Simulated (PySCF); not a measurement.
Record of a relaxation.

C6H9OSi (charge -1).
Numbering: `[CH3:1][C:2](=[O:3])[CH2:4][CH2:5][C:6]#[C:7][SiH2-:8]` (hydrogens: H9, H10, H11 on C1; H12, H13 on C4; H14, H15 on C5; H16, H17 on Si8)
Bond orders are those of one Lewis drawing.

Computed by this run: PBE0-D3(BJ)/def2-SVP geometry optimisation, gas phase in PySCF; density fitting, grid level 1; the optimiser is geomeTRIC in internal coordinates, started from a GFN2-xTB structure. 6 of its 8 geometries are shown. The frame can shift and turn from step to step; on so coarse a grid that alone can change the energy by a few meV, and forces under 0.02 eV/Å are noise.

Step 0: E = -16269.9644 eV, largest atomic force 2.060 eV/Å
```
atom  x, y, z in Å  |  force x, y, z in eV/Å
C1     -2.901    0.537    0.245    0.007  -0.575  -0.175
C2     -2.084   -0.641   -0.260   -0.947  -1.479  -0.152
O3     -2.602   -1.753   -0.450    0.855   1.848   0.307
C4     -0.623   -0.371   -0.407   -0.002  -0.301   0.336
C5      0.127   -0.545    0.964    0.053   0.203  -0.531
C6      1.522   -0.189    0.877   -1.556  -0.388   0.000
C7      2.650    0.169    0.589    1.118   0.304  -0.249
Si8     4.415    0.576    0.767    0.622  -0.150   1.792
H9     -3.916    0.218    0.474   -0.330  -0.144   0.055
H10    -2.446    0.960    1.142    0.212   0.191   0.271
H11    -2.937    1.322   -0.511    0.060   0.277  -0.233
H12    -0.449    0.650   -0.754    0.074   0.247  -0.075
H13    -0.181   -1.072   -1.117    0.069  -0.154  -0.191
H14    -0.372    0.088    1.709   -0.190   0.037   0.277
H15     0.017   -1.590    1.276   -0.173  -0.232   0.152
H16     5.166   -0.298   -0.160    0.187  -0.319  -0.885
H17     4.606    1.952    0.256   -0.059   0.635  -0.697
```

Step 1: E = -16270.3208 eV, largest atomic force 0.576 eV/Å
```
atom  x, y, z in Å  |  force x, y, z in eV/Å
C1     -2.955    0.468    0.223   -0.064   0.040   0.063
C2     -2.072   -0.646   -0.290    0.361   0.314   0.000
O3     -2.513   -1.732   -0.576   -0.299  -0.369  -0.053
C4     -0.601   -0.334   -0.392    0.013   0.020   0.025
C5      0.132   -0.515    0.963    0.045   0.026  -0.002
C6      1.538   -0.157    0.889   -0.165  -0.011  -0.140
C7      2.711    0.175    0.721   -0.257  -0.114   0.161
Si8     4.522    0.577    0.928    0.556   0.149  -0.015
H9     -3.973    0.099    0.403   -0.005  -0.025  -0.011
H10    -2.539    0.894    1.150   -0.006   0.008  -0.030
H11    -2.986    1.285   -0.517    0.015  -0.019   0.021
H12    -0.437    0.704   -0.723   -0.020  -0.012  -0.019
H13    -0.150   -1.017   -1.126   -0.007   0.035   0.001
H14    -0.380    0.097    1.734    0.016  -0.056  -0.029
H15     0.012   -1.569    1.281   -0.033   0.051   0.002
H16     5.076   -0.281   -0.243   -0.101   0.100   0.036
H17     4.541    1.928    0.161   -0.047  -0.137  -0.008
```

Step 3: E = -16270.3415 eV, largest atomic force 0.485 eV/Å
```
atom  x, y, z in Å  |  force x, y, z in eV/Å
C1     -2.922    0.480    0.224   -0.116  -0.190  -0.061
C2     -2.058   -0.649   -0.302    0.081  -0.253  -0.057
O3     -2.511   -1.742   -0.583   -0.018   0.464   0.140
C4     -0.589   -0.342   -0.404    0.051  -0.001  -0.011
C5      0.125   -0.528    0.959   -0.006   0.000   0.004
C6      1.534   -0.174    0.928    0.146   0.070  -0.143
C7      2.713    0.160    0.808   -0.066  -0.070   0.177
Si8     4.558    0.610    0.949   -0.140  -0.017  -0.058
H9     -3.939    0.112    0.408   -0.033   0.037   0.019
H10    -2.496    0.908    1.145    0.015  -0.041  -0.002
H11    -2.951    1.297   -0.515   -0.005  -0.016  -0.024
H12    -0.432    0.696   -0.737    0.022   0.018   0.009
H13    -0.134   -1.019   -1.140    0.016  -0.015  -0.002
H14    -0.403    0.075    1.722   -0.018   0.031   0.029
H15    -0.014   -1.578    1.271    0.002  -0.041  -0.001
H16     4.998   -0.234   -0.264    0.057  -0.075  -0.026
H17     4.447    1.903    0.116    0.011   0.099   0.007
```

Step 4: E = -16270.3494 eV, largest atomic force 0.107 eV/Å
```
atom  x, y, z in Å  |  force x, y, z in eV/Å
C1     -2.935    0.476    0.218   -0.004  -0.021  -0.010
C2     -2.054   -0.641   -0.300   -0.023  -0.043  -0.015
O3     -2.518   -1.726   -0.583    0.009   0.055   0.015
C4     -0.584   -0.338   -0.398    0.016   0.006  -0.003
C5      0.128   -0.528    0.965   -0.007  -0.002   0.024
C6      1.537   -0.176    0.929    0.026   0.030  -0.096
C7      2.715    0.156    0.809    0.041  -0.028   0.095
Si8     4.559    0.606    0.937   -0.054  -0.001  -0.021
H9     -3.952    0.101    0.395   -0.002   0.005   0.003
H10    -2.519    0.904    1.144    0.001  -0.003   0.004
H11    -2.965    1.293   -0.520   -0.003  -0.003  -0.004
H12    -0.422    0.700   -0.728    0.009   0.005   0.004
H13    -0.128   -1.015   -1.134   -0.004  -0.002   0.000
H14    -0.399    0.076    1.730   -0.002   0.007   0.008
H15    -0.012   -1.581    1.274    0.005  -0.007  -0.001
H16     5.015   -0.245   -0.269    0.000  -0.015  -0.005
H17     4.459    1.915    0.120   -0.009   0.016   0.003
```

Step 6: E = -16270.3511 eV, largest atomic force 0.029 eV/Å
```
atom  x, y, z in Å  |  force x, y, z in eV/Å
C1     -2.934    0.477    0.210    0.005   0.007   0.002
C2     -2.050   -0.639   -0.305    0.001   0.015   0.004
O3     -2.514   -1.721   -0.592    0.001  -0.022  -0.009
C4     -0.578   -0.337   -0.395   -0.006   0.000   0.002
C5      0.131   -0.535    0.969   -0.001  -0.005   0.014
C6      1.540   -0.183    0.935   -0.017   0.012  -0.018
C7      2.719    0.150    0.834    0.022  -0.017   0.007
Si8     4.557    0.615    0.937   -0.007   0.006   0.000
H9     -3.951    0.103    0.383    0.001  -0.002   0.000
H10    -2.521    0.906    1.136    0.000   0.002  -0.001
H11    -2.962    1.294   -0.530   -0.001   0.001   0.001
H12    -0.411    0.703   -0.718   -0.002  -0.001   0.000
H13    -0.121   -1.012   -1.132   -0.001   0.001  -0.002
H14    -0.396    0.067    1.736    0.002  -0.002  -0.003
H15    -0.010   -1.589    1.273    0.001   0.003  -0.002
H16     5.000   -0.243   -0.271   -0.002   0.008   0.003
H17     4.428    1.921    0.117    0.002  -0.006   0.003
```

Step 7: E = -16270.3512 eV, largest atomic force 0.020 eV/Å
```
atom  x, y, z in Å  |  force x, y, z in eV/Å
C1     -2.934    0.477    0.208    0.001   0.003   0.001
C2     -2.051   -0.639   -0.306    0.004   0.008   0.002
O3     -2.514   -1.722   -0.592   -0.002  -0.009  -0.004
C4     -0.578   -0.337   -0.397   -0.003  -0.001   0.001
C5      0.131   -0.536    0.967    0.002  -0.003   0.007
C6      1.540   -0.184    0.932   -0.009   0.013  -0.007
C7      2.720    0.150    0.838    0.004  -0.019  -0.004
Si8     4.556    0.617    0.942    0.001   0.007   0.004
H9     -3.951    0.103    0.384    0.001  -0.001   0.000
H10    -2.519    0.908    1.134    0.000   0.001  -0.001
H11    -2.963    1.292   -0.533   -0.001   0.000   0.000
H12    -0.412    0.703   -0.720   -0.001   0.000   0.000
H13    -0.123   -1.012   -1.134    0.000   0.001  -0.001
H14    -0.395    0.065    1.735    0.001  -0.001  -0.001
H15    -0.009   -1.590    1.270    0.000   0.001  -0.002
H16     5.002   -0.240   -0.265    0.000   0.004   0.001
H17     4.426    1.922    0.123    0.001  -0.002   0.002
```

Question: Summarise the path.

Answer: The energy falls by 37.32 kJ/mol from step 0 to step 7; nine tenths of that is first reached at step 1. It falls at every step. The largest force goes from 2.060 to 0.020 eV/Å. Among the bonds C7–Si8 changes most, from 1.820 to 1.898 Å; the atoms move by 0.125 Å rms after alignment.

Question: Follow the three bonds and two angles with the largest change from start to end.

Answer: 
| step | E above end (kJ/mol) | largest force (eV/Å) | C7–Si8 (Å) | Si8–H16 (Å) | Si8–H17 (Å) | C6–C7–Si8 (°) | C7–Si8–H17 (°) |
| --- | --- | --- | --- | --- | --- | --- | --- |
| 0 | 37.32 | 2.060 | 1.820 | 1.479 | 1.480 | 160.2 | 107.4 |
| 1 | 2.93 | 0.576 | 1.867 | 1.554 | 1.554 | 165.5 | 98.3 |
| 2 | 1.19 | 0.322 | 1.884 | 1.547 | 1.548 | 167.3 | 96.5 |
| 3 | 0.94 | 0.485 | 1.905 | 1.542 | 1.542 | 170.0 | 95.1 |
| 4 | 0.17 | 0.107 | 1.902 | 1.545 | 1.546 | 170.3 | 95.9 |
| 5 | 0.07 | 0.078 | 1.900 | 1.546 | 1.547 | 171.1 | 95.7 |
| 6 | 0.01 | 0.029 | 1.898 | 1.547 | 1.547 | 172.1 | 95.6 |
| 7 | 0.00 | 0.020 | 1.898 | 1.546 | 1.547 | 172.3 | 95.6 |

The cost below is that of the whole optimisation. Hardware: one thread, Intel Xeon 6975P-C (x86_64), no GPU, shared host with 192 logical CPUs at a one-minute load of 94. Cost: 51 s, 0.69 GiB resident at most.
